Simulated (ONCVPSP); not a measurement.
**Transferability test, ONCV potential for Ga**

Ga (Z = 31), optimised norm-conserving Vanderbilt (ONCV), made with ONCVPSP 4.0.1 (PBE, scalar-relativistic). Core [Ar], reference 3d10 4s2 4p1. Waves: 4s: rc 1.85 bohr, ncon 5, nbas 9, qcut 3.2 1/bohr, 1 projector; 4p: rc 2.20 bohr, ncon 3, nbas 8, qcut 3.5 1/bohr, 2 projectors, debl 2.9 Ha; 3d: rc 1.30 bohr, ncon 4, nbas 8, qcut 13.3 1/bohr, 2 projectors, debl 3.7 Ha. Local part: polynomial inside 0.95 bohr (lpopt 3, dvloc0 6 Ha). Core correction: Teter function, fcfact 2.25, rcfact 1.75.

Energies are relative to the spin-unpolarised reference configuration 3d10 4s2 4p1; without spin polarisation the order of configurations can differ from experiment. Not all tests gave a result: 1 of 4 tests not solved or not reliable.

```csv
valence configuration,charge,ΔE all-electron (eV),error AE − PS (meV)
3d10 4s2 4p0,+1,5.688,+1.3
3d10 4s1 4p0,+2,26.817,+16
3d10 4s0 4p3,0,13.371,+14
```

Levels in the configuration 3d10 4s2 4p0:

| level | all-electron (eV) | pseudo (eV) |
| --- | --- | --- |
| 3d | -27.422 | -27.374 |
| 4s | -16.332 | -16.327 |

Note: no bound ghost flagged; GHOST(+) flagged for s at 17.9 eV.
